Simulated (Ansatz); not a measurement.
Zn3O6H6⁺, a hydroxylated oxide cluster. Charge 1, multiplicity 2. Geometry r2SCAN-D4/def2-SVP, that of the neutral singlet; atoms count from 1.

```csv
atom,x (Å),y (Å),z (Å)
Zn1,-0.9510,-2.0792,1.8159
Zn2,-0.0313,0.0452,0.0369
Zn3,0.9599,2.1451,-1.7300
O4,-1.3243,-0.2322,1.4586
O5,-0.4009,0.7837,-1.7290
O6,-1.5777,-3.2860,2.9852
O7,0.2956,-1.8498,0.3662
O8,1.6641,3.4625,-2.7225
O9,1.3241,1.4395,0.0179
H10,-2.0301,0.3203,1.8044
H11,-0.8482,0.3781,-2.4771
H12,-1.1712,-4.1529,2.8639
H13,1.0627,-2.3855,0.1454
H14,1.2099,3.5607,-3.5684
H15,1.8183,1.8504,0.7326
```

(1) Estimate the Mulliken populations from the PBE0/def2-TZVP orbitals of Ansatz.

(2) Where does the spin sit?

(3) And the Mayer bond orders between bonded heavy atoms (over 0.3)?

Results:

(1) 
| atom | charge (e) | spin (α − β) | d electrons |
| --- | --- | --- | --- |
| Zn1 | 0.77 | -0.02 | 10.06 |
| Zn2 | 0.92 | 0.00 | 10.00 |
| Zn3 | 0.78 | -0.02 | 10.06 |
| O4 | -0.71 | 0.03 | – |
| O5 | -0.71 | 0.02 | – |
| O6 | -0.38 | 0.48 | – |
| O7 | -0.71 | 0.02 | – |
| O8 | -0.39 | 0.48 | – |
| O9 | -0.72 | 0.03 | – |
| H10 | 0.36 | 0.00 | – |
| H11 | 0.36 | 0.00 | – |
| H12 | 0.36 | -0.01 | – |
| H13 | 0.36 | 0.00 | – |
| H14 | 0.36 | -0.01 | – |
| H15 | 0.36 | 0.00 | – |
Mulliken values and Mayer orders depend strongly on the basis.

(2) Summed by element: Zn -0.03, O 1.06, H -0.03, of 1 unpaired in all. Largest on single atoms: O6 0.48, O8 0.48, O4 0.03.

(3) Zn1–O4 0.54 (1.92 Å); Zn1–O6 0.82 (1.79 Å); Zn1–O7 0.56 (1.93 Å); Zn2–O4 0.43 (1.94 Å); Zn2–O5 0.43 (1.95 Å); Zn2–O7 0.44 (1.95 Å); Zn2–O9 0.44 (1.94 Å); Zn3–O5 0.56 (1.92 Å); Zn3–O8 0.81 (1.79 Å); Zn3–O9 0.54 (1.92 Å). Values over 0.3 also appear between atoms too far apart for a bond (O6–O8 0.35 at 9.41 Å); they arise where an orbital or an unpaired electron spreads over both atoms.
